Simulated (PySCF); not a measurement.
## Dipole response of Pd (palladium, neutral)

[Kr] 4d10, closed-shell 1S. Computed with PySCF 2.14 in x2c-QZVPPall with one added diffuse shell each of s, p, d, f, g type (14s9p8d5f3g, 143 functions), with scalar relativity by spin-free X2C-1e. Coupled (time-dependent) response in atomic units; α is the mean over directions.

| method | mean α (bohr³) | C₆ (like pair) | S(−4) |
| --- | --- | --- | --- |
| UHF | 21.09 | 147.0 | 250.7 |
| PBE | 31.10 | 225.5 | 747.2 |

S(−4) is the Cauchy moment in α(ω) = α(0) + S(−4) ω² + …

Reference α: 26.14 ± 0.1 bohr³ (recommended; Schwerdtfeger and Nagle, table of static dipole polarizabilities (2023 update)). Published C₆: 628.0 (Gould and Bucko (2016)).

α(iu) at UHF:

```tsv
u (hartree)	α(iu) (bohr³)
0	21.09
0.0500	20.49
0.100	19.01
0.200	15.47
0.300	12.65
0.500	9.075
0.750	6.547
1.00	4.996
1.50	3.217
2.00	2.249
3.00	1.271
5.00	0.5648
```

A single London oscillator, α(iu) = α/(1 + u²/ω²), gives C₆ = (3/4) ω α². Matching the computed C₆ needs ω = 4 × 147.0 / (3 × 21.09²) = 0.441 hartree.
